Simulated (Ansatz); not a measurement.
Consider the isomerisation: `O/C([SiH3])=C/[SiH3]` → `CC1(O)[SiH2][SiH2]1`.

Isolated molecules relaxed with PBE0-D4/def2-TZVP in Ansatz; ΔE leaves out vibrations. CCSD(T)/CBS is the MP2 limit (def2-TZVPP, def2-QZVPP) plus CCSD(T) − MP2 in def2-TZVPP, frozen cores. DFT in def2-TZVPP. Each species was taken in one conformer, which may not be the lowest.

```tsv
species	r2SCAN energy (Eh)
`O/C([SiH3])=C/[SiH3]`	-735.13864
`CC1(O)[SiH2][SiH2]1`	-735.11299
```

**Question.** Work out ΔE.

**Answer.** ΔE = (-735.11299) − (-735.13864) = 0.02565 Eh = +67.3 kJ/mol. CCSD(T)/CBS gives +75.5 kJ/mol.

Largest T1 diagnostic among the species: 0.013.

From BLYP to BHLYP (50 % exact exchange), in def2-TZVPP and without D4, ΔE moves by +3.2 kJ/mol. Leaving LDA and LC-ωPBE aside and taking each functional with its dispersion term where it has one, the values, not all of them listed here, spread over 35.1 kJ/mol, from PBE-D4 to BHLYP-D4. LDA lies −15.3 kJ/mol from PBE without D4.
